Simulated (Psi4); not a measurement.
C5H9O (SMILES CC(C)(C)[C]=O), doublet, geometry from GFN2-xTB. Base run: B3LYP/STO-3G (Psi4).

Here is a job for Psi4.
```
memory 2 GB

molecule mol {
0 2
C     0.787407    1.416526    0.002472
C     0.223075    0.007554   -0.227319
C    -0.927506    0.047206   -1.240977
C     1.330349   -0.934329   -0.703988
C    -0.281101   -0.435133    1.117081
O    -1.345051   -0.321030    1.637403
H     0.008260    2.090268    0.352004
H     1.585296    1.394748    0.741019
H     1.188246    1.802264   -0.932419
H    -1.335579   -0.949594   -1.392216
H    -0.566246    0.424826   -2.195545
H    -1.724439    0.695476   -0.884197
H     2.138555   -0.971509    0.021857
H     0.942231   -1.941084   -0.839268
H     1.730736   -0.588104   -1.654071
}

set {
  basis sto-3g
  reference uks
}

energy('b3lyp')
print_variables()
```

Each row names what was changed in the base input (with any setting that the change needs).

| change | ΔE vs base (eV) | point group used | SCF cycles |
|---|---|---|---|
| base | 0.00 | c1 | 9 |
| molecule keys = symmetry c1 | 0.00 | c1 | 9 |
| jitter_ang = 0.002 | -0.01 | c1 | 9 |
| molecule keys = symmetry c1, no_reorient, no_com | 0.00 | c1 | 9 |
| molecule keys = no_reorient | 0.00 | c1 | 9 |

Open shells are given as the SCF converged; they aren't shown to be the lowest states, and a large step between rows can be another state.
